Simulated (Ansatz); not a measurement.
Consider the redistribution: `F[SiH2]O[SiH3]` + `PP` → `F[SiH2]P` + `[SiH3]OP`.

Calculated with Ansatz (gas phase, PBE0-D4/def2-TZVP geometries, no zero-point term in ΔE). CCSD(T)/CBS adds triple-zeta CCSD(T) − MP2 to the extrapolated MP2 energy (def2 sets, frozen cores). This one scheme is used for every species. Functionals use def2-TZVPP. Each species was taken in one conformer, which may not be the lowest.

Problem. Is it downhill or uphill in electronic energy at CCSD(T)/CBS, and by how much? (An estimate is asked.)

Solution. The calculation gave: Uphill: ΔE = +128.2 kJ/mol.

Problem. What do these levels give: revPBE-D4, BLYP-D4, CAM-B3LYP-D4, B2PLYP, PBE-QIDH, CAM-B3LYP, LC-ωPBE, HF/def2-SVP, SCS-MP2/def2-TZVPP, CCSD(T)/def2-TZVPP, HF/CBS(def2), MP2/CBS(def2)? (Best estimate.)

Solution. The calculation gave: revPBE-D4 117.6, BLYP-D4 121.5, CAM-B3LYP-D4 124.6, B2PLYP 127.7, PBE-QIDH 127.8, CAM-B3LYP 124.6, LC-ωPBE 120.1, HF/def2-SVP 133.6, SCS-MP2/def2-TZVPP 130.2, CCSD(T)/def2-TZVPP 128.5, HF/CBS(def2) 131.5, MP2/CBS(def2) 132.2 kJ/mol.

Largest T1 diagnostic among the species: 0.014.

From PBE to PBE0 (25 % exact exchange), in def2-TZVPP and without D4, ΔE moves by +4.5 kJ/mol. Leaving LDA and LC-ωPBE aside and taking each functional with its dispersion term where it has one, the values, not all of them listed here, spread over 11.7 kJ/mol, from revPBE-D4 to r2SCAN0-D4.
